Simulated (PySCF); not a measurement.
C₂H₁₀GeOSi, SMILES [CH2](CO[SiH3])[GeH3] (GFN2-xTB optimised geometry):

```
15

Si     2.212     0.439    -1.401
O      0.734     0.224    -0.758
C      0.310    -0.880     0.000
C     -1.206    -0.880     0.000
Ge    -1.776     1.016     0.000
H      3.231     0.514    -0.348
H      2.534    -0.694    -2.276
H      1.992     1.692    -2.102
H      0.689    -0.765     1.023
H      0.726    -1.807    -0.412
H     -1.583    -1.365    -0.901
H     -1.592    -1.430     0.857
H     -3.231     1.096     0.372
H     -1.022     1.807     1.016
H     -1.635     1.661    -1.334
```

Computed with PBE/def2-TZVP (PySCF).

Question: What are the frontier orbital energies and the dipole moment?

Answer: HOMO-2 -7.42 eV, HOMO-1 -7.26 eV, HOMO -6.67 eV, LUMO -0.75 eV, LUMO+1 0.31 eV; dipole moment 1.59 D.

Meta-Löwdin charges at PBE/def2-TZVP: Si1 0.70, O2 -0.59, C3 0.00, C4 -0.40, Ge5 0.31, H6 -0.11, H7 -0.11, H8 -0.09, H9 0.10, H10 0.10, H11 0.12, H12 0.13, H13 -0.07, H14 -0.05, H15 -0.05.
